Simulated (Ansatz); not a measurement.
Born–Oppenheimer molecular dynamics of AlClFH2O2 (7 atoms, charge 0, multiplicity 2). It starts at the highest image of a converged band. Of that band: The profile has 2 maxima (images 1, 5) with wells between them (image 2): this band takes more than one step, which may be the mechanism or a detour left from its start path. A vibrational analysis at the climbing image gives one clearly imaginary mode, 265i cm⁻¹: a first-order saddle point.

These are results of UKS B3LYP/def2-SVP in Ansatz, not measurements.

```json
{
  "ensemble": "NVE (velocity Verlet)",
  "time step": "0.5 fs",
  "steps asked": "200",
  "starting velocities drawn for": "100 K",
  "seed": "9523"
}
```

Frames 0.5 fs apart, positions in Å, forces in eV/Å.

Velocities at 5.0 fs (Å/ps):

```
Al -0.36 0.57 -4.09
F -0.23 -1.44 1.11
O 0.18 -0.52 2.22
H 2.52 4.88 7.21
O -0.86 0.23 0.79
H 3.83 -7.05 4.94
Cl 0.52 0.53 0.81
```

```xyz
7
Properties=species:S:1:pos:R:3:forces:R:3 time_fs=5.0 energy_less_start_eV=0.021 T=68
Al -0.023 -0.429 0.198 -0.12 -0.54 0.92
F -0.156 -1.730 1.381 0.03 0.46 -0.35
O 1.448 -0.323 -0.586 0.66 0.30 -0.25
H 2.154 0.331 -0.551 -0.21 -0.23 -0.04
O -1.464 0.076 -0.511 -0.27 0.07 -0.15
H -2.333 -0.138 -0.164 -0.07 0.03 -0.02
Cl 0.173 0.385 2.480 -0.02 -0.08 -0.11
7
Properties=species:S:1:pos:R:3:forces:R:3 time_fs=5.5 energy_less_start_eV=0.025 T=62
Al -0.023 -0.428 0.196 -0.13 -0.58 0.98
F -0.157 -1.731 1.382 0.03 0.49 -0.38
O 1.448 -0.324 -0.585 0.79 0.39 -0.26
H 2.155 0.333 -0.547 -0.30 -0.32 -0.04
O -1.464 0.076 -0.511 -0.27 0.08 -0.17
H -2.332 -0.141 -0.162 -0.10 0.02 -0.02
Cl 0.174 0.385 2.480 -0.02 -0.09 -0.12
7
Properties=species:S:1:pos:R:3:forces:R:3 time_fs=6.0 energy_less_start_eV=0.029 T=56
Al -0.023 -0.428 0.194 -0.14 -0.61 1.05
F -0.157 -1.732 1.382 0.03 0.52 -0.40
O 1.448 -0.324 -0.584 0.86 0.44 -0.28
H 2.155 0.334 -0.544 -0.34 -0.36 -0.05
O -1.465 0.076 -0.510 -0.27 0.09 -0.18
H -2.330 -0.145 -0.159 -0.12 0.02 -0.01
Cl 0.174 0.385 2.481 -0.02 -0.10 -0.12
7
Properties=species:S:1:pos:R:3:forces:R:3 time_fs=6.5 energy_less_start_eV=0.031 T=52
Al -0.023 -0.428 0.192 -0.14 -0.64 1.10
F -0.157 -1.732 1.383 0.04 0.55 -0.42
O 1.448 -0.324 -0.583 0.88 0.44 -0.29
H 2.155 0.335 -0.541 -0.33 -0.36 -0.05
O -1.466 0.076 -0.510 -0.28 0.09 -0.19
H -2.329 -0.148 -0.157 -0.13 0.02 -0.01
Cl 0.174 0.386 2.481 -0.02 -0.10 -0.13
7
Properties=species:S:1:pos:R:3:forces:R:3 time_fs=7.0 energy_less_start_eV=0.034 T=48
Al -0.023 -0.428 0.190 -0.14 -0.67 1.15
F -0.157 -1.733 1.383 0.04 0.58 -0.44
O 1.449 -0.324 -0.582 0.83 0.39 -0.30
H 2.153 0.334 -0.537 -0.28 -0.31 -0.05
O -1.466 0.076 -0.510 -0.30 0.09 -0.20
H -2.328 -0.151 -0.154 -0.13 0.03 -0.02
Cl 0.174 0.386 2.481 -0.03 -0.11 -0.14
7
Properties=species:S:1:pos:R:3:forces:R:3 time_fs=7.5 energy_less_start_eV=0.035 T=46
Al -0.024 -0.428 0.189 -0.14 -0.70 1.19
F -0.157 -1.733 1.383 0.04 0.60 -0.46
O 1.449 -0.324 -0.581 0.74 0.31 -0.31
H 2.151 0.333 -0.534 -0.17 -0.22 -0.05
O -1.467 0.077 -0.509 -0.33 0.09 -0.20
H -2.327 -0.155 -0.152 -0.11 0.03 -0.03
Cl 0.175 0.386 2.482 -0.03 -0.11 -0.14
7
Properties=species:S:1:pos:R:3:forces:R:3 time_fs=8.0 energy_less_start_eV=0.037 T=43
Al -0.024 -0.428 0.187 -0.14 -0.72 1.22
F -0.157 -1.734 1.384 0.04 0.62 -0.48
O 1.450 -0.324 -0.580 0.61 0.19 -0.32
H 2.149 0.332 -0.531 -0.04 -0.10 -0.04
O -1.467 0.077 -0.509 -0.36 0.08 -0.19
H -2.327 -0.158 -0.150 -0.09 0.04 -0.04
Cl 0.175 0.386 2.482 -0.03 -0.12 -0.15
7
Properties=species:S:1:pos:R:3:forces:R:3 time_fs=8.5 energy_less_start_eV=0.039 T=40
Al -0.024 -0.428 0.186 -0.13 -0.73 1.25
F -0.157 -1.734 1.384 0.04 0.63 -0.49
O 1.451 -0.324 -0.579 0.46 0.06 -0.33
H 2.146 0.330 -0.528 0.11 0.04 -0.04
O -1.468 0.077 -0.509 -0.40 0.07 -0.18
H -2.326 -0.161 -0.148 -0.06 0.05 -0.05
Cl 0.175 0.386 2.482 -0.03 -0.12 -0.16
7
Properties=species:S:1:pos:R:3:forces:R:3 time_fs=9.0 energy_less_start_eV=0.041 T=36
Al -0.024 -0.428 0.185 -0.12 -0.75 1.27
F -0.157 -1.734 1.384 0.04 0.65 -0.50
O 1.452 -0.324 -0.579 0.31 -0.07 -0.34
H 2.144 0.328 -0.526 0.25 0.17 -0.03
O -1.469 0.077 -0.509 -0.43 0.06 -0.17
H -2.326 -0.164 -0.146 -0.03 0.06 -0.07
Cl 0.175 0.387 2.483 -0.03 -0.12 -0.16
7
Properties=species:S:1:pos:R:3:forces:R:3 time_fs=9.5 energy_less_start_eV=0.044 T=33
Al -0.025 -0.428 0.183 -0.11 -0.76 1.28
F -0.157 -1.734 1.384 0.04 0.66 -0.51
O 1.453 -0.324 -0.578 0.19 -0.18 -0.35
H 2.142 0.327 -0.523 0.37 0.28 -0.02
O -1.470 0.077 -0.509 -0.46 0.05 -0.16
H -2.326 -0.167 -0.144 0.00 0.07 -0.08
Cl 0.176 0.387 2.483 -0.03 -0.12 -0.16
7
Properties=species:S:1:pos:R:3:forces:R:3 time_fs=10.0 energy_less_start_eV=0.045 T=30
Al -0.025 -0.429 0.182 -0.10 -0.76 1.29
F -0.157 -1.734 1.384 0.04 0.66 -0.52
O 1.454 -0.324 -0.577 0.10 -0.24 -0.35
H 2.142 0.326 -0.520 0.44 0.34 -0.02
O -1.471 0.078 -0.508 -0.47 0.04 -0.15
H -2.326 -0.169 -0.142 0.02 0.08 -0.09
Cl 0.176 0.387 2.483 -0.03 -0.12 -0.17
7
Properties=species:S:1:pos:R:3:forces:R:3 time_fs=10.5 energy_less_start_eV=0.046 T=29
Al -0.025 -0.429 0.181 -0.09 -0.76 1.29
F -0.157 -1.734 1.384 0.04 0.67 -0.53
O 1.455 -0.324 -0.577 0.08 -0.25 -0.35
H 2.142 0.327 -0.518 0.45 0.36 -0.01
O -1.472 0.078 -0.508 -0.47 0.03 -0.14
H -2.326 -0.172 -0.141 0.03 0.08 -0.10
Cl 0.176 0.387 2.484 -0.03 -0.13 -0.17
```

Of the whole run (100 fs, mean temperature of the second half 78 K): The conserved energy stayed within 0.022 meV per atom of its start (net change 0.0014 meV per atom), so the integration is sound. A run of 0.1 ps of so small a system gives no equilibrium averages.

Run time: 4.5 min on 4 threads of Arm Neoverse V2, with other jobs on the host, peak memory 0.25 GiB.
